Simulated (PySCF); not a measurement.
## Electric field gradients and quadrupole coupling constants

C₂H₅F₃OSi.
Cartesian coordinates in Å at the GFN2-xTB level; atoms count from 1:
```
atom  x, y, z in Å
O1     1.7122    0.9355    1.1315
Si2    1.2783    0.4146   -0.3327
C3    -0.1728   -0.8378   -0.2015
C4    -1.3926   -0.1878    0.3617
F5    -1.1719    0.3592    1.5793
F6    -2.4286   -1.0309    0.5285
F7    -1.8533    0.8160   -0.4049
H8     1.1010    1.2622    1.7892
H9     0.8359    1.5000   -1.2033
H10    2.4487   -0.3176   -0.7854
H11   -0.4388   -1.2428   -1.1747
H12    0.0830   -1.6714    0.4511
```

Field gradients from the PBE0/pcSseg-1 density (PySCF, non-relativistic), principal values in atomic units, ordered |Vxx| ≤ |Vyy| ≤ |Vzz|:

| atom | Vxx | Vyy | Vzz |
| --- | --- | --- | --- |
| O1 | -0.4309 | -1.0874 | 1.5183 |

Find the asymmetry η = (Vxx − Vyy)/Vzz and the couplings χ = eQV/h (234.96 MHz × Q in barn × V in au), with Q(17O) = −0.0256 b.

```json
{"atom": "O1", "environment": "silanol oxygen", "nucleus": "17O", "η": "0.43", "χzz (MHz)": "-9.13", "χxx (MHz)": "2.59", "χyy (MHz)": "6.54"}
```

The tensor is traceless: Vxx + Vyy + Vzz = 0.

What is Vzz at O1 in SI units (1 au = 9.71736 × 10²¹ V/m²)?

1.5183 au = 14.753 × 10²¹ V/m².

And the gradient at the other heavy atoms, for which no coupling is worked out here?

```
atom                  environment  Vzz (au)     η
 Si2         oxygen-bound silicon    -0.401  0.90
  C3  sp3 carbon bound to silicon     0.152  0.87
  C4                   CF3 carbon    -0.463  0.06
  F5      fluorine of a CF3 group     2.859  0.06
  F6      fluorine of a CF3 group     2.908  0.06
  F7      fluorine of a CF3 group     2.886  0.06
```

What couplings would deuterons (Q(2H) = 0.00286 b) have in place of the hydrogens, at this geometry?

```tsv
atom	bonded to	bond length (Å)	Vzz (au)	η	χzz (kHz)
H8	O1	0.955	0.5004	0.05	336
H9	Si2	1.460	0.1596	0.02	107
H10	Si2	1.453	0.1664	0.01	112
H11	C3	1.087	0.3140	0.06	211
H12	C3	1.089	0.3098	0.06	208
```

One conformer (not necessarily the lowest) at the GFN2-xTB geometry, without solvent, vibrations or thermal averaging. GFN2-xTB bond lengths can be off by several hundredths of an ångström, more for odd bonds, and the gradients follow them. The basis is small and wasn't made for field gradients, so the couplings can be 20 % off.
